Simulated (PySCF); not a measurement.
B3LYP has the VWN-RPA correlation part, as in Gaussian. Delta-SCF ions had no search for a lower state. Excitations are Tamm–Dancoff values on a coarser integration grid. The basis has no diffuse functions, so Rydberg states are missing or too high.

Z-matrix (Å, degrees):
```
Al
I 1 2.4633
I 1 2.4633 2 120.00
I 1 2.4633 2 120.00 3 -180.00
```
Charge 0, spin multiplicity 1.

Question: What S1–T1 gap (TDA), dipole moment, vertical ionisation energy (Delta-SCF), LUMO, S1 excitation (TDA), HOMO–LUMO gap, T1 excitation (TDA) and HOMO does B3LYP-D3(BJ)/def2-TZVP (PySCF) give?

Answer: 
```
Quantity                                  Result
--------------------------------------  --------
S1–T1 gap (TDA)                          0.27 eV
dipole moment                             0.00 D
vertical ionisation energy (Delta-SCF)   9.28 eV
LUMO                                    -2.21 eV
S1 excitation (TDA)                      4.38 eV
HOMO–LUMO gap                            5.26 eV
T1 excitation (TDA)                      4.11 eV
HOMO                                    -7.47 eV
```
